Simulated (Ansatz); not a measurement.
Reaction (redistribution): `[F][In]([Br])[Br]` + `S[S][GeH3]` → `S[S][In]([Br])[Br]` + `[F][GeH3]`

Calculated with Ansatz (gas phase, PBE0-D4/def2-TZVP geometries, no zero-point term in ΔE). CCSD(T)/CBS is the MP2 limit (def2-TZVPP, def2-QZVPP) plus CCSD(T) − MP2 in def2-TZVPP, frozen cores. Functionals use def2-TZVPP. Elements past krypton have def2 core potentials. For Br, Ge, In outer-core shells are correlated without core-valence functions, which leaves a few kJ/mol of doubt a bond. Scalar relativity is left out up to krypton. One conformer a species, not always the lowest.

`[F][In]([Br])[Br]`:

```xyz
4

F     0.400    1.956    0.109
In    0.014    0.068    0.004
Br   -0.808   -0.774   -2.117
Br    0.395   -1.250    2.004
```

`S[S][GeH3]`:

Cartesian coordinates in Å:
```
S 2.088 -0.406 -0.703
S 0.195 -1.175 -0.945
Ge -0.891 0.053 0.573
H 2.005 0.603 -1.592
H -0.809 1.530 0.163
H -2.347 -0.442 0.558
H -0.241 -0.163 1.945
```

`S[S][In]([Br])[Br]`:

```xyz
6

S     2.140    0.098    0.863
S     0.235   -0.126    1.608
In   -1.053   -0.388   -0.387
Br   -3.442   -0.924   -0.252
Br   -0.026   -0.100   -2.589
H     2.145    1.440    0.756
```

`[F][GeH3]`:

```xyz
5

F    -1.528    0.615    0.118
Ge    0.084   -0.034   -0.007
H     1.033    1.086    0.437
H     0.131   -1.248    0.929
H     0.279   -0.419   -1.478
```

Q: Is it downhill or uphill in electronic energy at CCSD(T)/CBS, and by how much? (Best estimate.)

A: Computed: Downhill: ΔE = -42.8 kJ/mol.

Q: What do these levels give: PBE-QIDH, r2SCAN0, CAM-B3LYP, HF/def2-QZVPP, HF/CBS(def2), MP2/CBS(def2)? (An estimate is asked.)

A: Ansatz gave: PBE-QIDH -46.2, r2SCAN0 -45.2, CAM-B3LYP -42.8, HF/def2-QZVPP -48.7, HF/CBS(def2) -48.6, MP2/CBS(def2) -46.7 kJ/mol.

Largest T1 diagnostic among the species: 0.012.

At CCSD(T), def2-SVP lies −3.5 kJ/mol from the extrapolated value and def2-TZVPP −4.5 kJ/mol. From BLYP to BHLYP (50 % exact exchange), in def2-TZVPP and without D4, ΔE moves by −3.9 kJ/mol.
